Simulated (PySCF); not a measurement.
Compound: C6H5NO2.
Cartesian coordinates in Å at the GFN2-xTB level; atoms count from 1:
```xyz
14
C6H5NO2 angstrom
C      1.0809    2.3412   -0.8911
C      1.0644    1.1765   -0.5949
C      1.0208   -0.1966   -0.2468
C      2.3118   -0.8745    0.0998
O      3.3883   -0.3528    0.0779
N     -0.0322   -0.8982   -0.1943
C     -1.3481   -0.6257   -0.4248
C     -2.0888   -0.3679    0.8743
O     -1.8756   -0.7129   -1.5032
H      1.1089    3.3578   -1.1540
H      2.1565   -1.9320    0.3788
H     -1.7124    0.5449    1.3326
H     -1.9265   -1.1945    1.5614
H     -3.1489   -0.2658    0.6621
```

The geometry is computed with GFN2-xTB (gas phase).

Take the most abundant isotopes and a rigid rotor. The values belong to one conformer with, in the numbering `[CH:1]#[C:2]/[C:3]([CH:4]=[O:5])=[N:6]\[C:7]([CH3:8])=[O:9]`, C2–C3–C4–O5 -2°, C3–N6–C7–C8 -98°.

Question: What are A, B and C (MHz)?

Answer: Ia = 185.33, Ib = 480.38, Ic = 570.57 u·Å²; 505379 MHz·u·Å²/I gives A = 2727, B = 1052, C = 885.7 MHz.

Question: What kind of rotor is it?

Answer: An asymmetric top; Ray's κ = -0.819.

Question: What does the inertial defect say?

Answer: Not planar: Δ = Ic − Ia − Ib = -95.14 u·Å². For a rigid frame Δ = −2 Σ m c², so Σ m c² = 47.57 u·Å² lies off the ab plane: 7.84 from hydrogen and 39.73 from heavier atoms. The atom farthest from that plane is 1.93 Å away.

No GFN2-xTB frequencies stand behind this structure, so it isn't proved a minimum. Zero-point vibration and centrifugal distortion are left out.
